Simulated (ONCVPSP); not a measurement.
Building the ONCV potential for molybdenum (PW91, fully relativistic).

```json
{
 "Element": "molybdenum",
 "Generator": "ONCVPSP 4.0.1",
 "Type": "optimised norm-conserving Vanderbilt (ONCV)",
 "Functional": "PW91",
 "Relativity": "fully relativistic",
 "Frozen core": "[Ar] 3d10",
 "Valence charge": "14",
 "Reference configuration": "4s2 4p6 4d5 (charge +1)",
 "Partial waves": "4s: rc 1.10 bohr, ncon 4, nbas 7, qcut 4.6 1/bohr, 2 projectors, debl 1.9 Ha; 4p: rc 2.10 bohr, ncon 4, nbas 8, qcut 8.1 1/bohr, 2 projectors, debl 1.4 Ha; 4d: rc 2.25 bohr, ncon 4, nbas 8, qcut 5.8 1/bohr, 1 projector",
 "Local potential": "polynomial inside 0.80 bohr (lpopt 5, dvloc0 10 Ha)",
 "Core correction": "polynomial model core, fcfact 0.6"
}
```

Open shells are filled in proportion to 2j + 1.

In the s channel the program set the typed energies aside and used -2.615, 0.250 Ha. In the p channel the program set the typed energies aside and used -1.637, 0.250 Ha (j = l + 1/2; the other j can differ).

Poles of the logarithmic derivatives, all-electron (AE) and pseudo (PS). s: poles at 2.9 (AE) and 2.8 (PS) Ha. p3/2: poles at -1.4, 3.7 (AE) and -1.4, 3.6 (PS) Ha. p1/2: poles at -1.5, 3.6 (AE) and -1.5, 3.5 (PS) Ha. d5/2: poles at 0.1, 4.2 (AE) and 0.1, 4.8 (PS) Ha. d3/2: poles at 0.1, 4.2 (AE) and 0.1, 4.8 (PS) Ha. Test radii: s 1.12, p3/2 2.13, p1/2 2.13, d5/2 2.28, d3/2 2.28 bohr.

- Cutoffs needed: 96 Ha and 111 Ha (the cutoffs (Ha) at which the residual kinetic energy of the hardest occupied pseudo-wave falls to 1 and 0.1 mHa per electron)
- Ghost test: no bound ghost flagged; GHOST(+) flagged for s at 150.0 eV
- Largest excitation error: +36 meV (all-electron minus pseudo) for 4s2 4p6 4d3, out of 4 test configurations
- rms error of d²Exc/dni dnj: 8.25 mHa without and 5.32 mHa with the model core
